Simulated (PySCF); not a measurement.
**Potential energy of HgB along the bond**

Set-up: PySCF, scalar-relativistic core potentials, basis sets Hg def2-SVP with ECP60, B def2-SVP. Energies in eV from Hg + B in their ground configurations at the same level. All curves are PBE0. state 1: ²Π (doublet), unpaired electrons π ↑; state 2: doublet, unpaired electrons σ ↑, a second solution, started from another occupation; state 3: quartet, unpaired electrons σ ↑, π ↑↑, a second solution, started from another occupation.

```
R (Å)  state 1  state 2  state 3
2.079  -0.0932   0.8798   1.3234
2.175  -0.2248   0.6324   1.3742
2.272  -0.2902   0.4617   1.4876
2.345  -0.3107   0.3679   1.5962
2.417  -0.3149   0.2947   1.7153
2.490  -0.3081   0.2367   1.8386
2.586  -0.2883   0.1765   2.0013
2.707  -0.2552   0.1203   2.1920
2.852  -0.2121   0.0716   2.3926
3.045  -0.1592   0.0281   2.6054
```

Put a parabola through the three lowest points of the state 1 curve and estimate Re, k and ωe (reduced mass 10.44 u; 1 eV/Å² = 0.16022 mdyn/Å; ωe = 1302.8·√(k/μ) cm⁻¹).

Through R = 2.345, 2.417, 2.49 Å the second-order coefficient is 1.04 eV/Å², so Re ≈ 2.409 Å, k ≈ 0.335 mdyn/Å and ωe ≈ 233 cm⁻¹. A polynomial fit of higher order to the unrounded PBE0 energies gives Re = 2.404 Å, k = 0.358 mdyn/Å, ωe = 241 cm⁻¹; anharmonicity and rounding make the difference.

The higher-order fit for each curve: state 1: Re = 2.404 Å, ωe = 241 cm⁻¹, De = 0.315 eV. State 2 gave no clean fit. State 3 gave no clean fit.

The bond is weak. Basis-set superposition, not corrected here, can be much of De in a small basis, most of all at correlated wavefunction levels. Functionals without a dispersion term scatter widely for such bonds, and LDA overbinds them. These are scalar-relativistic numbers at best; spin–orbit coupling would shift them, the dissociation energy most. The state is the lowest determinant that a PBE0 search found; another state may lie lower at other levels.
